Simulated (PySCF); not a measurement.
## Solvent effects on NMR parameters

Bonds (- single, = double, # triple, : aromatic): C1-C2, C2-C3, C2-C4, C4:C5, C5:C6, C6:C7, C7:C8, C8-F9, C8:P10, P10:C4. C1 carries H11, H12, H13; C2 carries H14; C3 carries H15, H16, H17; C5 carries H18; C6 carries H19; C7 carries H20.

GIAO PBE0/pcSseg-1 in PySCF on one PBE0-D3(BJ)/def2-SVP conformer, non-relativistic, equivalent nuclei averaged. Solvents enter as an IEF-PCM continuum (dichloromethane with ε = 8.9, dimethylsulfoxide with ε = 46.8) around the gas-phase geometry. Shifts are referred to TMS, CFCl3 computed in the same medium.

Gas phase, δ in ppm: C8 209.4, C4 197.0, C6 137.1, C5 134.3, C7 125.5, C2 44.7, C1/C3 30.6, F9 -73.5, H19 7.51, H18 7.50, H20 7.42, H14 2.76, H11/H12/H13/H15/H16/H17 1.45. Dipole moment 2.70 D.

(1) How does each δ change in the continuum?

(2) Which of the listed nuclei move most (in ppm), and what does the model miss?

## Answers

(1) 
```json
{"atoms": "C8", "environment": "aromatic carbon bearing fluorine", "Δδ, dichloromethane": "+0.4", "Δδ, dimethylsulfoxide": "+0.5"}
{"atoms": "C4", "environment": "substituted aromatic carbon", "Δδ, dichloromethane": "+2.3", "Δδ, dimethylsulfoxide": "+2.6"}
{"atoms": "C6", "environment": "aromatic CH", "Δδ, dichloromethane": "+3.1", "Δδ, dimethylsulfoxide": "+3.7"}
{"atoms": "C5", "environment": "aromatic CH", "Δδ, dichloromethane": "+2.3", "Δδ, dimethylsulfoxide": "+2.8"}
{"atoms": "C7", "environment": "aromatic CH", "Δδ, dichloromethane": "+1.6", "Δδ, dimethylsulfoxide": "+2.0"}
{"atoms": "C2", "environment": "sp3 CH on an aromatic ring", "Δδ, dichloromethane": "+0.4", "Δδ, dimethylsulfoxide": "+0.4"}
{"atoms": "C1/C3", "environment": "methyl carbon", "Δδ, dichloromethane": "+0.7", "Δδ, dimethylsulfoxide": "+0.8"}
{"atoms": "F9", "environment": "aryl fluorine", "Δδ, dichloromethane": "-4.7", "Δδ, dimethylsulfoxide": "-5.2"}
{"atoms": "H19", "environment": "hydrogen on an aromatic CH", "Δδ, dichloromethane": "+0.32", "Δδ, dimethylsulfoxide": "+0.38"}
{"atoms": "H18", "environment": "hydrogen on an aromatic CH", "Δδ, dichloromethane": "+0.31", "Δδ, dimethylsulfoxide": "+0.37"}
{"atoms": "H20", "environment": "hydrogen on an aromatic CH", "Δδ, dichloromethane": "+0.25", "Δδ, dimethylsulfoxide": "+0.30"}
{"atoms": "H14", "environment": "hydrogen on an sp3 CH on an aromatic ring", "Δδ, dichloromethane": "+0.22", "Δδ, dimethylsulfoxide": "+0.27"}
{"atoms": "H11/H12/H13/H15/H16/H17", "environment": "hydrogen on a methyl carbon", "Δδ, dichloromethane": "0.00", "Δδ, dimethylsulfoxide": "0.00"}
```

Changes are relative to the gas phase. The dipole moment becomes 3.61 D in dichloromethane, 3.81 D in dimethylsulfoxide.

(2) F9 (aryl fluorine, -5.2 ppm) in dimethylsulfoxide. A continuum only polarises the solute; specific hydrogen bonds, the anisotropy of aromatic solvents and changes of geometry or conformer are outside it.
